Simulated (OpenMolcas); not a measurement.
# OpenMolcas timings: GeSiH4F2 (SMILES F[SiH](F)[GeH3])

GeSiH4F2 has 8 atoms, charge 0, and is taken as a singlet. As SMILES, `F[SiH](F)[GeH3]`. One bond was lengthened or shortened from a relaxed shape.

```
atom    x (Å)    y (Å)    z (Å)
   F   1.1753  -1.3796   1.3962
  Si   1.0134  -0.0876   0.4797
   F   1.9831  -0.3864  -1.0447
  Ge  -1.2780   0.2034  -0.0825
   H   1.6500   1.0432   1.1937
   H  -2.0965   0.4286   1.1976
   H  -1.8088  -1.0376  -0.8124
   H  -1.4320   1.4319  -0.9916
```

Program: OpenMolcas 26.06. Hardware: 1 thread of AMD EPYC 7R43 (Zen 3), shared host, so times are rough. Two-electron integrals are exact unless an approximation is named.

Estimate their order by wall time, quickest first.
A. energy at SVWN5/def2-SVP, grid UltraFine
B. energy at HF/STO-3G
C. energy at CCSD(T)/def2-SVP (Cholesky decomposition), 16 core orbitals frozen

B (3.3 s), A (26 s), C (4.6 min).
